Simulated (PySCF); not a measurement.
I4Ti, SMILES [I][Ti-]([I])([I])[I] (connectivity only; charge and spin as stated), charge -1, multiplicity 2.

Geometry optimised at B3LYP-D3(BJ)/def2-SVPD. The multiplicity is an assumed one; other spin states were not compared. The def2 effective core potentials stand for the cores of I; spin–orbit coupling is left out.

Calculation: B3LYP-D3(BJ)/def2-SVPD (PySCF 2.14.0).

Frequencies are harmonic and unscaled.

Modes within 1.5 cm⁻¹ of each other (mostly degenerate sets) share a row, with their intensities summed.

Computed normal modes with their intensities:
```csv
mode,ν (cm⁻¹),IR (km/mol),moving atoms (share of kinetic energy)
1,25,0.0,I 100 %
2,42,0.0,I 100 %
3–4,50,0.2,"I 89 %, Ti 11 %"
5,57,0.2,"I 91 %, Ti 9 %"
6,137,0.0,I 100 %
7–8,261,172.0,"Ti 80 %, I 20 %"
9,283,59.8,"Ti 83 %, I 17 %"
```
